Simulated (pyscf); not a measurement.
## H₃C–C⁺(CH₃)–CH₃, singlet

Gas-phase minimum from PySCF at ωB97X-D3(BJ)/def2-SVP, one conformer. 

```
C
C 1 1.4619
H 2 1.0993 1 113.65
H 2 1.0994 3 113.18 1 -131.52
H 2 1.1151 3 106.47 4 -116.51
C 1 1.4637 2 119.67 3 -154.83
H 6 1.0982 1 113.85 2 -154.92
H 6 1.0998 7 112.89 1 -130.52
H 6 1.1144 7 107.08 8 -116.02
C 1 1.4639 2 119.66 3 23.05
H 10 1.0980 1 113.95 2 156.13
H 10 1.1002 11 112.82 1 130.29
H 10 1.1141 11 107.31 12 115.90
```
Charge +1, spin multiplicity 1.

Properties at ωB97X-D3(BJ)/def2-SVP:

```yaml
harmonic_wavenumbers_unscaled: 53, 178, 220, 412, 418, 442, 686, 739, 858, 980, 984, 1022, 1100, 1299, 1305, 1325, 1332, 1371, 1379, 1404, 1425, 1490, 1508, 1512, 3001, 3004, 3018, 3136, 3138, 3142, 3217, 3219, 3224 cm⁻¹
zero_point_energy: 73.7 kcal/mol
rotational_symmetry_number: 1
Entropy of this conformer at 298 K and 1 atm, rigid rotor and harmonic oscillator, modes under 100 cm⁻¹ raised to 100: 310.5 J/(mol K)
dipole_moment: depends on origin
```

Single-point totals, which compare only within one level (frozen core for MP2 and CC):

```csv
level,total energy (hartree)
ωB97X-D3(BJ)/def2-TZVP,-157.69613
PBE/def2-TZVP,-157.37408
r²SCAN/def2-TZVP,-157.50044
B3LYP-D3(BJ)/def2-TZVP,-157.62642
PBE0-D3(BJ)/def2-TZVP,-157.40967
M06-2X/def2-TZVP,-157.51088
ωB97M-D3(BJ)/def2-TZVP,-157.63970
HF/def2-TZVPP,-156.50321
MP2/def2-TZVPP,-157.16471
CCSD/def2-TZVPP,-157.21593
CCSD(T)/def2-TZVPP,-157.24339
```

Soft torsions are taken as harmonic, which can shift the entropy by several J/(mol K). The CCSD(T) − MP2 part came from Ansatz, without density fitting, on the same reference.
